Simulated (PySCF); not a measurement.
Species: BCl3.
InChI=1S/BCl3/c2-1(3)4

The closed-shell ground state was solved at several levels (PySCF, density fitting, gas phase, non-relativistic). Isolated species at its PBE0-D3(BJ)/def2-SVP geometry, gas phase. The dipole stays under 0.02 D at every level.

| level | basis functions | HOMO (eV) | LUMO (eV) | gap (eV) |
| --- | --- | --- | --- | --- |
| HF/def2-SVPD | 101 | -12.52 | 1.42 | 13.94 |
| PBE0/6-31G* | 68 | -9.12 | -1.71 | 7.41 |
| mPW1PW91/pcSseg-2 | 165 | -9.19 | -1.79 | 7.40 |
| PBE0/IGLO-III | 167 | -9.01 | -1.70 | 7.31 |
| LC-wPBE/def2-SVPD | 101 | -12.04 | 0.37 | 12.41 |
| KT2/pcSseg-2 | 165 | -7.84 | -2.68 | 5.16 |

(1) What might PBE0/aug-cc-pVTZ (196 basis functions) give for the same quantities?

(2) Over all these levels, which gives the widest orbital gap and which the narrowest?

(3) How much does the basis alone move the frontier levels among the 3 PBE0 rows (the withheld one included)?

Answers

(1) HOMO -9.15 eV, LUMO -1.79 eV, gap 7.36 eV.

(2) HF/def2-SVPD (Hartree–Fock, all exact exchange) has the widest, 13.94 eV, and KT2/pcSseg-2 (GGA) the narrowest, 5.16 eV. Functional and basis both differ between the two, so the spread mixes both effects.

(3) The HOMO by 0.14 eV and the LUMO by 0.09 eV. By rising basis size (HOMO, LUMO in eV): 6-31G* -9.12, -1.71; IGLO-III -9.01, -1.70; aug-cc-pVTZ -9.15, -1.79.
